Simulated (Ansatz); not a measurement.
Species: GaCl2, net charge -1, singlet state. 
Geometry from a B3LYP-D3(BJ)/def2-TZVP (Ansatz, a program for electronic structure) optimisation:
```xyz
3

Ga     0.8051    -0.0145    -0.0903
Cl    -0.8525     1.3552    -1.1893
Cl    -0.6156    -1.3288     1.3539
```
Charge -1, spin multiplicity 1.

Basis-set convergence of Hartree-Fock and MP2 correlation energies (hartree) with Ansatz. Correlated levels leave the core frozen unless marked. No spin-orbit coupling. The frozen core is the preceding noble-gas configuration, with the filled d and f shells of earlier blocks. Non-relativistic. This anion needs diffuse functions, which these sets lack.

| basis | functions | E(HF) | E(corr, MP2) |
|---|---|---|---|
| def2-SVP | 68 | -2841.87143 | -0.31582 |
| def2-TZVPP | 132 | -2842.44337 | -0.44936 |
| def2-QZVPP | 229 | … | … |

Problem. Complete the blanks.

Solution. 
- def2-QZVPP, E(HF): -2842.51098
- def2-QZVPP, E(corr, MP2): -0.49669
